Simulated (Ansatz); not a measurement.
cis-[VBr2(NH3)4]+ (VBr₂N₄H₁₂⁺), relaxed as a triplet with UKS r2SCAN-D4/def2-SVP in Ansatz, starting from the GFN2-xTB geometry. Force threshold 0.03 eV/Å.

Start:

```xyz
19

V     0.0010   -0.2098   -0.5683
Br    1.7742   -0.4081   -2.0775
N    -1.4032    0.1733    1.0797
H    -1.2817    0.9909    1.6747
H    -1.5189   -0.6317    1.6934
H    -2.2917    0.2841    0.5917
Br   -1.7447   -1.0585   -1.8676
N     1.4081    0.5723    0.9388
H     2.2832    0.1109    0.6920
H     1.2528    0.4157    1.9329
H     1.5760    1.5693    0.8124
N    -0.3806    1.8314   -1.3141
H    -1.0689    1.7119   -2.0606
H     0.4679    2.1826   -1.7622
H    -0.7328    2.5603   -0.6929
N     0.3700   -2.2472    0.1859
H     0.8390   -2.3948    1.0801
H     0.9544   -2.6770   -0.5347
H    -0.5042   -2.7756    0.1960
```

(1) Estimate the energy that the relaxation releases and the steps that it takes.

(2) Does the start keep its bonding and symmetry?

(3) Predict the relaxed structure.

Results:

(1) 2.8 kcal/mol, in 5 steps; 82 s on 4 threads of AMD EPYC 7R43 on a shared host. No frequencies were taken in this run, so the end may be a saddle point.

(2) By distances, no bond broke or formed. The bond that changes most is V1–Br7, from 2.34 to 2.41 Å (atoms count from 1).

(3) 
```csv
atom,x (Å),y (Å),z (Å)
V1,0.0007,-0.2038,-0.5512
Br2,1.9014,-0.3465,-2.0293
N3,-1.4399,0.2013,1.0917
H4,-1.2917,1.0072,1.7053
H5,-1.5929,-0.6003,1.7111
H6,-2.3418,0.3458,0.6262
Br7,-1.8847,-1.0642,-1.7839
N8,1.4426,0.5580,0.9615
H9,2.3290,0.0880,0.7515
H10,1.2628,0.4194,1.9597
H11,1.6491,1.5550,0.8467
N12,-0.3948,1.7936,-1.3406
H13,-1.1115,1.6576,-2.0632
H14,0.4353,2.1287,-1.8406
H15,-0.7253,2.5682,-0.7584
N16,0.3872,-2.2371,0.1430
H17,0.8213,-2.4389,1.0482
H18,1.0196,-2.6306,-0.5640
H19,-0.4666,-2.8016,0.0863
```
Bond lengths: 4 × N–V 2.18 to 2.22 Å; 2 × Br–V 2.41 Å; 12 × H–N 1.02 to 1.03 Å.
